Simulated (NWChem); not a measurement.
# C4H6O2; SMILES C=CC(=O)OC

```xyz
12

C     -0.0259    -2.4826     0.0000
C     -0.6569    -1.3071     0.0000
C      0.1137    -0.0399     0.0000
O      1.3156     0.0514     0.0000
O     -0.7062     1.0198     0.0000
C     -0.0749     2.2866     0.0000
H      1.0678    -2.5120     0.0000
H     -0.5726    -3.4283     0.0000
H     -1.7467    -1.2243     0.0000
H      0.5591     2.4098     0.8909
H      0.5591     2.4098    -0.8909
H     -0.8779     3.0330     0.0000
```
Atoms are numbered in this order, from 1.

Computed with NWChem. Pople sets run with spherical d functions. Medium grid unless said otherwise, to which SCAN and Minnesota functionals are sensitive. Coordinates come from a PBE0/def2-SVP optimisation. Level r2SCAN/6-31G*: single points from the atomic guess with DIIS by default; each run changes one setting, and all converged runs end within 0.3 mHa of each other.

Problem. Which setting needs the most SCF iterations, or fails (defaults; DIIS on 20 Fock matrices; occupation smearing of 0.005 Ha; level shift of 0.5 Ha throughout; no level shifting)?

Solution. level shift of 0.5 Ha throughout, with 15 against 10 for the defaults.
| setting | SCF iterations |
|---|---|
| defaults | 10 |
| level shift of 0.5 Ha throughout | 15 |
| occupation smearing of 0.005 Ha | 10 |
| DIIS on 20 Fock matrices | 9 |
| no level shifting | 10 |
